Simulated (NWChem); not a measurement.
Molecule: SiBrCl, singlet; SMILES Cl[Si]Br

```xyz
3

Si     1.0165    -0.6493     0.0000
Cl    -0.5028    -2.1108     0.0000
Br    -0.1609     1.3059     0.0000
```
Atoms are numbered in this order, from 1.

Computed with NWChem. Pople sets run with spherical d functions. Low-valent species are run as closed-shell singlets; no triplet was tried in these runs. All runs use the structure optimised with B3LYP/6-31G* (spherical d). Vzz is the largest principal value of the second derivative of the potential at the nucleus (NWChem prints the opposite sign); η is the asymmetry. Non-relativistic.

```tsv
level	Vzz Cl2 (a.u.)	η Cl2	Vzz Br3 (a.u.)	η Br3
PBE/cc-pVTZ	1.312	0.84	2.692	0.83
PBE/def2-TZVP	1.392	0.85	2.796	0.81
Hartree-Fock/cc-pVTZ	1.502	0.63	2.962	0.59
Hartree-Fock/6-31G*	(withheld)	0.59	(withheld)	0.57
```

**Question.** What belongs in the gaps?

**Answer.** 
- Hartree-Fock/6-31G*, Vzz Cl2 (a.u.): 1.533
- Hartree-Fock/6-31G*, Vzz Br3 (a.u.): 2.877
